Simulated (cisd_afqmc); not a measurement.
Input (AFQMC/CISD/cc-pV(T+d)Z; cisd_afqmc is a phaseless AFQMC code with CISD trial states that reads the integrals written by Ansatz): A basis named .json is the Basis Set Exchange file of that set.

Ansatz 0.2 input:
```python
import cisd_afqmc

open("ham.yaml", "w").write("""\
crystal:
  periodic: [false, false, false]
  atoms:
    - {symbol: Cl, position_ang: [2.12243446, 0.35825451, -0.01307990]}
    - {symbol: C, position_ang: [0.55080849, -0.36560661, 0.00338848]}
    - {symbol: C, position_ang: [-0.55080849, 0.36560661, -0.00338848]}
    - {symbol: Cl, position_ang: [-2.12243446, -0.35825451, 0.01307990]}
    - {symbol: H, position_ang: [0.55346330, -1.44496893, 0.01934380]}
    - {symbol: H, position_ang: [-0.55346330, 1.44496893, -0.01934380]}
basis:
  gaussian:
    orbitals: cc-pV_T+d_Z.json
magnetization: {spin_polarized: false}
correlation: {method: ccsd, electrons: outside_noble_gas, hamiltonian_folder: ham}
""")
rep = cisd_afqmc.ansatz("ham.yaml")
e_ccsd = rep["correlation"]["coupled_cluster"]["energy"]["hartree"]
out = cisd_afqmc.run("ham", e_ccsd, trial="CISD", walkers=1000, populations=1, threads=12, dt=0.005, steps=40, early=24, settle=10, least=100,
    cut=5e-5, rank_cut=2e-4, target=0.0004, seconds=1500, seed=4, memory=62639, gpu=True)
```

Output:

```
orbitals 154, occupied [12], factors 913 of 983, rank of the doubles 568 of 1704
E(HF) = -995.936292
E(CCSD) on the cut factors = -996.675117, shift to the whole factors -0.000008
Energy of the trial state on the determinant = -996.675079
  tau behind 7.2 of longer steps, mean of the populations' last blocks
   2.0  -996.70843
   4.0  -996.71257
   6.0  -996.71273
   8.0  -996.71255
  10.0  -996.71418
  12.0  -996.71161
  14.0  -996.71448
  16.0  -996.71370
  18.0  -996.71054
  20.0  -996.71437
  22.0  -996.71373
  24.0  -996.71484
  26.0  -996.70957
  28.0  -996.70855
  30.0  -996.71370
  32.0  -996.71183
  34.0  -996.71002
  36.0  -996.71414
  38.0  -996.71509
  40.0  -996.71451
  42.0  -996.71526
  44.0  -996.71390
  46.0  -996.71350
  48.0  -996.71405
  50.0  -996.71547
  52.0  -996.71585
  54.0  -996.71152
  56.0  -996.71396
blocks 272 (0 outliers left out), error by blocks joined: 1: 0.00020, 2: 0.00025, 4: 0.00031, 8: 0.00035, 16: 0.00039
E(AFQMC/CISD) = -996.71319 +/- 0.00039
```
